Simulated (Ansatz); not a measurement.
Input file for CH$_{2}$ClFZn, SMILES `[F][Zn][CH2]Cl`:

```yaml
crystal:
  periodic: [false, false, false]
  atoms:
    - {symbol: F, position_ang: [0.202756, -2.768707, 1.095156]}
    - {symbol: Zn, position_ang: [0.149877, -1.126142, 0.499848]}
    - {symbol: C, position_ang: [0.071010, 0.676799, -0.173742]}
    - {symbol: Cl, position_ang: [-1.201113, 0.769721, -1.432006]}
    - {symbol: H, position_ang: [1.006651, 0.987207, -0.636263]}
    - {symbol: H, position_ang: [-0.187082, 1.397222, 0.600906]}
basis:
  gaussian: {orbitals: def2-SVP}
correlation: {method: ccsd_t, frozen_orbitals: {C: 1, Cl: 5, F: 1, H: 0, Zn: 9}}
```

```sh
$ ansatz run in.yaml --threads 4 --pin off --events-out ev --progress --plain --max-ram 10444MiB
```

The program prints (abridged):

```
Functional definition: HF
838 factors; integrals over basis functions are off by at most 8.6e-4 eV
mean field evaluation 1: about -64632.2984 eV, gradient 3.4e1 eV
mean field evaluation 2: about -64632.3823 eV, gradient 3.4e1 eV
mean field evaluation 4: about -64634.7928 eV, gradient 2.4e0 eV
mean field evaluation 8: about -64634.8266 eV, gradient 3.4e-1 eV
mean field -64634.82700226 eV, -2375.2860812739 hartree, gradient 1.7e-6 eV, S^2 0.000000; 0 other end points of the search recorded, 0 dependent functions left out
16 core orbitals not correlated: weight in the atoms' cores, before any rotation towards them, 1.000 or more for the frozen orbitals, at most 0.000 for the correlated occupied ones
reference -64634.82700226 eV, -2375.2860812739 hartree; 16, 16 occupied and 55, 55 virtual orbitals, 838 factors
second order -20.82114608 eV of doubles, -0.00000000 eV of singles
cycle   1  -20.31102940 eV  change    5.1e-1 eV  update   1.1e-1
cycle   2  -20.81790991 eV  change   -5.1e-1 eV  update   3.8e-2
cycle   3  -20.93523902 eV  change   -1.2e-1 eV  update   1.9e-2
cycle   4  -20.92622819 eV  change    9.0e-3 eV  update   5.5e-3
cycle   5  -20.92138132 eV  change    4.8e-3 eV  update   2.5e-3
cycle   6  -20.92104363 eV  change    3.4e-4 eV  update   6.8e-4
cycle   7  -20.92089144 eV  change    1.5e-4 eV  update   2.5e-4
cycle   8  -20.92081238 eV  change    7.9e-5 eV  update   8.9e-5
cycle   9  -20.92081526 eV  change   -2.9e-6 eV  update   3.4e-5
perturbative correction -0.49143097 eV, -0.0180597549 hartree
Total energy: -64656.23924849 eV, -2376.0729668091 hartree
```

Hardware: 4 threads of an Arm Neoverse V1 on a shared host. Wall time 2.2 s, peak host memory 0.26 GiB.

The correlation energy is -21.412 eV, 2.3 % of it from (T); the T1 diagnostic reads 0.0137.
